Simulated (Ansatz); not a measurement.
`N[SiH](F)P` + `OC/N=C\F` → `F/C=N/P` + `N[SiH](F)CO`  (formal exchange of groups at a P–Si bond)

Isolated molecules relaxed with PBE0-D4/def2-TZVP in Ansatz; ΔE leaves out vibrations. CBS: MP2 limit from def2 TZ/QZ plus the TZ coupled-cluster correction, frozen cores. Double bonds are as drawn, so ΔE can hold a change between cis and trans. Functionals use def2-TZVPP. Each species was taken in one conformer, which may not be the lowest.

```tsv
species	r2SCAN0 energy (Eh)
`N[SiH](F)P`	-788.49397
`OC/N=C\F`	-308.34309
`F/C=N/P`	-535.76899
`N[SiH](F)CO`	-561.05636
```

Problem. Work out ΔE.

Solution. ΔE = (-535.76899) + (-561.05636) − (-788.49397) − (-308.34309) = 0.01171 Eh = +7.3 kcal/mol. CCSD(T)/CBS gives +6.0 kcal/mol.

Problem. What do rigid-rotor, harmonic-oscillator terms from PBE0-D4/def2-TZVP frequencies (298.15 K, 1 bar) make of the CCSD(T)/CBS value? (Estimate.)

Solution. Computed: ΔZPE = -0.8 kcal/mol, ΔH = +5.4 kcal/mol, ΔS = 2 J/(mol·K), ΔG = +5.2 kcal/mol.

Largest T1 diagnostic among the species: 0.014.

In def2-TZVPP, CCSD(T) changes the Hartree–Fock value by +2.3 kcal/mol (the triples alone add +0.4 kcal/mol) and MP2 by +1.5 kcal/mol. Leaving LDA and LC-ωPBE aside and taking each functional with its dispersion term where it has one, the values, not all of them listed here, spread over 3.6 kcal/mol, from ωB97M-V to PBE-D4. LDA lies +0.9 kcal/mol from PBE without D4.
